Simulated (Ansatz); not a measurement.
GaH4InSi, relaxed with RKS PBE0-D4/def2-TZVP in Ansatz 0.2.0 from a PBE-D4/def2-SVP geometry. The force threshold is 0.005 eV/Å; the program also tests the step.

Total charge 0; spin multiplicity 1. In: def2 effective core potential. The bonds changed during the relaxation, so this is another structure than the one it started from.

Start:

```xyz
7

Si    0.055   -0.293    0.815
Ga   -0.869   -1.006   -1.605
In    0.581    2.013   -1.104
H    -1.201   -0.465    1.644
H     0.886   -1.542    1.045
H    -0.285    0.520   -2.391
H     0.832    0.774    1.596
```

```csv
step,energy (eV),largest force (eV/Å),largest move (Å)
1,-65484.3857,0.345,0.000
2 (rejected),-65484.3676,0.282,0.150
3,-65484.3982,0.109,0.062
4,-65484.3998,0.032,0.025
5,-65484.4003,0.008,0.014
6,-65484.4003,0.003,0.011
7,-65484.4003,0.004,0.010
8,-65484.4004,0.004,0.007
9,-65484.4004,0.008,0.027
10,-65484.4004,0.006,0.007
11,-65484.4004,0.002,0.010
```

End:

```xyz
7

Si    0.067   -0.293    0.823
Ga   -0.875   -0.980   -1.587
In    0.640    1.950   -1.124
H    -1.196   -0.498    1.599
H     0.913   -1.507    1.052
H    -0.334    0.544   -2.366
H     0.785    0.784    1.604
```

It took 58 s on 2 threads of an Arm Neoverse V1 on a shared host, with 0.45 GiB of host memory at the peak.
